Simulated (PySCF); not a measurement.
Compound: calcium monoxide, CaO.
SMILES with atom numbers: `[O:1]=[Ca:2]`

Geometry (PBE0-D3(BJ)/def2-SVP, Å), atoms numbered from 1 in this order:
```
atom  x, y, z in Å
O1     0.904   -0.003   -0.009
Ca2   -0.899    0.005   -0.019
```

Computed with PBE0-D3(BJ)/def2-SVP geometry optimisation, gas phase in PySCF 2.14.0.

Masses are those of the commonest isotopes; rigid-rotor values at the optimised geometry. 

(1) What are the moment of inertia and the rotational constant?

(2) List the first levels of a rigid rotor in a Σ state.

(3) Where do the first rotational lines fall?

Results:

(1) I = 37.142 u·Å², B = 505379 MHz·u·Å²/I = 13607 MHz (0.4539 cm⁻¹, or 0.653 K as hB/k). For two atoms I = μr² with μ = 11.4229 u and r = 1.8032 Å.

(2) E(J) = BJ(J+1): J = 1: 0.908, J = 2: 2.723, J = 3: 5.446, J = 4: 9.077, J = 5: 13.616, J = 6: 19.063 cm⁻¹.

(3) The dipole is 8.40 D; J+1 ← J lies at 2B(J+1): 1 ← 0 at 27.21 GHz, 2 ← 1 at 54.43 GHz, 3 ← 2 at 81.64 GHz, 4 ← 3 at 108.85 GHz, 5 ← 4 at 136.07 GHz, 6 ← 5 at 163.28 GHz.

No frequency check. No vibrational averaging or centrifugal distortion is included, and the geometry carries the error of its method.

Hardware: one thread of an x86-64 server, no GPU (shared host). Cost: 1.9 s. This is the geometry optimisation.
